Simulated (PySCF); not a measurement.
# Static response to an electric field

Compound: C₉H₁₀.
SMILES with atom numbers: `[CH3:1][C:2]#[C:3][C@@:4]12[C@H:5]3[CH2:6][C@@H:7]1[C@@H:8]2[CH2:9]3` (hydrogens: H10, H11, H12 on C1; H13 on C5; H14, H15 on C6; H16 on C7; H17 on C8; H18, H19 on C9)

Structure used (PBE0-D3(BJ)/def2-SVP), in Å, numbered top down from 1:
```xyz
19
C9H10 angstrom
C      3.8518    0.4944   -0.5776
C      2.4125    0.3745   -0.4171
C      1.2091    0.2775   -0.2755
C     -0.1954    0.1543   -0.1388
C     -1.3490   -0.3843   -1.0803
C     -1.8094   -1.2866    0.0810
C     -1.0844   -0.3159    0.9944
C     -1.2616    1.0778    0.4141
C     -2.0929    0.9449   -0.8481
H      4.3180   -0.4839   -0.7764
H      4.1102    1.1653   -1.4124
H      4.3164    0.9040    0.3334
H     -1.2073   -0.7867   -2.0902
H     -1.3041   -2.2632    0.0617
H     -2.8963   -1.4289    0.2099
H     -0.7801   -0.4573    2.0330
H     -1.0883    1.9662    1.0240
H     -1.8078    1.7047   -1.5902
H     -3.1922    0.9003   -0.7599
```

Level: B3LYP/def2-SVPD (PySCF), static field, nuclei fixed, core orbitals frozen in the response. The polarisability tensor in these axes (au):

```
x   144.06   5.29  -5.63
y     5.29  84.89  -1.55
z    -5.63  -1.55  82.88
```

Task: What are the eigenvalues, a third of the trace, and Δα (Δα² = ½Σ(αi − αj)² over the three pairs)?

Result: Principal values 81.92, 84.86 and 145.06 au; mean 103.95 au = 15.40 Å³ = 17.14 × 10⁻⁴⁰ C²·m²/J; Δα = 61.73 au (59 % of the mean).

Task: What is the dipole moment?

Result: 0.17 D at this geometry.

Task: Sum over states: ᾱ = Σ f/ω², ω in Eh. What share falls to these 6 lowest TDDFT singlets (eV, f)? 5.39, 0.0022; 5.71, 0.0021; 5.87, 0.0285; 6.12, 0.0000; 6.23, 0.0049; 6.34, 0.0104.

Result: They add up to 1.00 au, 1.0 % of the 103.95 au; the largest single term is 0.61 au, from the state at 5.87 eV. Terms in order: 0.05, 0.05, 0.61, 0.00, 0.09, 0.19 au. Higher excitations give the rest. The strengths listed sum to 0.048.

Task: Along which axes do the principal values lie, and how far do the nuclei extend along each?

Result: Largest value along (0.99, 0.09, -0.09), where the nuclei span 7.35 Å; middle along (-0.12, 0.92, -0.38), 4.33 Å; least along (0.05, 0.39, 0.92), 3.94 Å. The response follows the extents in order.

Task: Find the Langevin capture rate constant for O2+ (31.990 u) meeting this molecule (118.078 u), k = 2.342 × 10⁻⁹ cm³/s × √(α in Å³ / reduced mass in u).

Result: The reduced mass is 25.17 u, so k = 1.83 × 10⁻⁹ cm³/s.

Task: Rayleigh depolarisation ratio (linearly polarised light, static tensor)?

Result: ρ = 3Δα²/(45ᾱ² + 4Δα²) = 11430.4/(486209 + 15240.5) = 0.0228.

Geometry: PBE0-D3(BJ)/def2-SVP; no solvent, vibrations or thermal averaging.
